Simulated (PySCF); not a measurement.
**Field gradients at the hydrogen positions**

Compound: C4H8O2Si.
Atom-mapped SMILES: `[CH3:1][O:2][C@:3]1([CH:4]=[O:5])[CH2:6][SiH2:7]1` (hydrogens: H8, H9, H10 on C1; H11 on C4; H12, H13 on C6; H14, H15 on Si7)

Cartesian coordinates in Å at the GFN2-xTB level; atoms count from 1:
```
atom  x, y, z in Å
C1     1.4920    0.1969   -1.5084
O2     0.1645   -0.2247   -1.2625
C3    -0.3073    0.1037    0.0099
C4    -0.7322    1.4539    0.2578
O5    -1.0740    1.8779    1.3469
C6     0.2121   -0.7155    1.2057
Si7   -1.5437   -1.1963    0.7935
H8     1.7455   -0.1571   -2.5057
H9     1.5752    1.2879   -1.4739
H10    2.1890   -0.2317   -0.7808
H11   -0.7950    2.0869   -0.6492
H12    1.0272   -1.3842    0.9634
H13    0.4089   -0.1144    2.0837
H14   -1.7358   -2.3565   -0.0551
H15   -2.6307   -0.6188    1.5529
```

Level: PBE0/pcSseg-1 (PySCF, non-relativistic); Q(2H) = 0.00286 b; rigid geometry, the same for H and D, with no vibrational averaging.

Question: Rank these positions by the coupling χzz of a deuteron there, largest first.
A. H12 (methylene hydrogen)
B. H11 (formyl hydrogen)
C. H15 (Si–H hydrogen)
D. H8 (methyl hydrogen)
E. H9 (methyl hydrogen)
F. H13 (methylene hydrogen)

Answer: A (224 kHz), F (219 kHz), D (206 kHz), E (197 kHz), B (182 kHz), C (117 kHz).

Question: Tabulate Vzz, the asymmetry η and χzz = 234.96 MHz × Q × Vzz for every hydrogen position.

Answer: 
```
atom  bonded to  bond length (Å)  Vzz (au)     η  χzz (kHz)
  H8         C1            1.088    0.3063  0.07        206
  H9         C1            1.095    0.2928  0.09        197
 H10         C1            1.095    0.2931  0.08        197
 H11         C4            1.108    0.2714  0.01        182
 H12         C6            1.082    0.3328  0.05        224
 H13         C6            1.082    0.3259  0.04        219
 H14        Si7            1.450    0.1724  0.06        116
 H15        Si7            1.446    0.1744  0.04        117
```

Question: Average by the element that carries the hydrogen.

Answer: on C: 204 kHz over 6 positions, mean bond length 1.092 Å; on Si: 117 kHz over 2 positions, mean bond length 1.448 Å.

One conformer (not necessarily the lowest) at the GFN2-xTB geometry, without solvent, vibrations or thermal averaging. GFN2-xTB bond lengths can be off by several hundredths of an ångström, more for odd bonds, and the gradients follow them. These gradients aren't converged with respect to the basis.

The run behind these numbers computed NMR shieldings as well. On an Intel Xeon at 2.50 GHz with one thread (shared host), this took 69 s of wall time and 0.75 GiB of memory at its peak.
